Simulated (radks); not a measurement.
Species: Hg4+. Configuration: [Xe] 4f14 5d8 (the NIST ground configuration). Method: scalar-relativistic Kohn-Sham, r2SCAN, spin-polarised, spherical densities, finite nucleus; open shells are filled with parallel spins first (spin-orbit coupling, left out, can overturn this in heavy ions); meta-GGA in the generalised Kohn-Sham scheme; Fermi nuclear charge, rms radius 5.4648 fm; computed with a radial shooting solver on a logarithmic mesh with Libxc functionals.

Unscreened Slater integrals over Kohn-Sham orbitals (eV). They are taken over the spin-up orbitals. Empty in this configuration: 6s.

\begin{tabular}{lr}
integral & value \\ \hline
F0(5d,5d) & 18.454 \\
F2(5d,5d) & 9.7477 \\
F4(5d,5d) & 6.5302 \\
F0(5d,5p) & 20.552 \\
F2(5d,5p) & 10.447 \\
G1(5d,5p) & 12.726 \\
G3(5d,5p) & 7.9331 \\
F0(5d,4f) & 23.625 \\
F2(5d,4f) & 5.7633 \\
F4(5d,4f) & 2.7154 \\
G1(5d,4f) & 1.8272 \\
G3(5d,4f) & 1.7682 \\
G5(5d,4f) & 1.4287 \\
F0(5d,6s) & 13.602 \\
G2(5d,6s) & 3.0508 \\
F0(5p,5p) & 23.774 \\
F2(5p,5p) & 12.862 \\
F0(5p,4f) & 29.276 \\
F2(5p,4f) & 9.0756 \\
G2(5p,4f) & 3.3336 \\
G4(5p,4f) & 2.8551 \\
F0(5p,6s) & 14.246 \\
G1(5p,6s) & 1.2715 \\
F0(4f,4f) & 51.552 \\
F2(4f,4f) & 25.746 \\
F4(4f,4f) & 16.429 \\
F6(4f,4f) & 11.902 \\
F0(4f,6s) & 15.368 \\
G3(4f,6s) & 0.54321 \\
F0(6s,6s) & 11.703 \\
\end{tabular}

Derived for the open shells (J is the average intra-shell exchange parameter used in DFT+U). 5d: Racah B = F2/49 - 5 F4/441 = 0.1249 eV, C = 35 F4/441 = 0.5183 eV, C/B = 4.15, F4/F2 = 0.670, J = (F2 + F4)/14 = 1.163 eV.
